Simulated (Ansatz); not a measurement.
Born–Oppenheimer molecular dynamics of CH9AlFNSi (14 atoms, charge 0, multiplicity 1). It starts from a rough guess of a transition structure, not a stationary point.

Computed with Ansatz, UKS B3LYP/STO-3G.

```json
{"ensemble": "NVE (velocity Verlet)", "time step": "0.5 fs", "steps asked": "150", "starting velocities drawn for": "600 K", "seed": "606043"}
```

First frame:

```xyz
14
Properties=species:S:1:pos:R:3
Al -0.311 -0.726 0.481
N 1.886 -0.309 0.572
C -1.137 -1.766 -0.996
F -0.596 -1.019 2.084
H 1.009 0.702 0.452
Si -0.341 1.960 0.112
H 2.584 -0.283 -0.159
H 2.358 -0.290 1.469
H -0.395 -2.092 -1.731
H -1.876 -1.177 -1.547
H -1.649 -2.666 -0.639
H 0.008 2.400 -1.255
H -1.781 2.252 0.195
H 0.243 3.016 0.962
```

Question: How far do the bonds stretch over the last three quarters of this one trajectory? (Pairs bonded in most of those frames.)

Answer: 
| bond | mean (Å) | spread (Å) | shortest | longest |
| --- | --- | --- | --- | --- |
| Al1–N2 | 2.051 | 0.037 | 1.99 | 2.12 |
| Al1–C3 | 1.937 | 0.077 | 1.84 | 2.13 |
| Al1–F4 | 1.661 | 0.057 | 1.56 | 1.74 |
| Al1–Si6 | 2.324 | 0.215 | 2.05 | 2.71 |
| N2–H5 | 1.080 | 0.076 | 0.94 | 1.24 |
| N2–H7 | 1.094 | 0.112 | 0.91 | 1.28 |
| N2–H8 | 1.070 | 0.064 | 0.96 | 1.17 |
| C3–H9 | 1.105 | 0.038 | 1.03 | 1.18 |
| C3–H10 | 1.104 | 0.047 | 1.03 | 1.18 |
| C3–H11 | 1.104 | 0.029 | 1.06 | 1.15 |
| Si6–H12 | 1.455 | 0.015 | 1.43 | 1.48 |
| Si6–H13 | 1.452 | 0.018 | 1.42 | 1.48 |
| Si6–H14 | 1.457 | 0.044 | 1.39 | 1.53 |

Mean temperature of the second half: 1233 K. The conserved energy stayed within 1.2 meV per atom of its start (net change 0.24 meV per atom), so the integration is sound. The kinetic energy rose, since the run started high on the potential surface and went downhill. A run of 0.075 ps of so small a system gives no equilibrium averages. The orbitals were unrestricted but ended closed-shell. Limits of this set-up: minimal basis.

Run time: 12 min on 1 thread of Arm Neoverse V1 (shared host), peak memory 0.16 GiB.
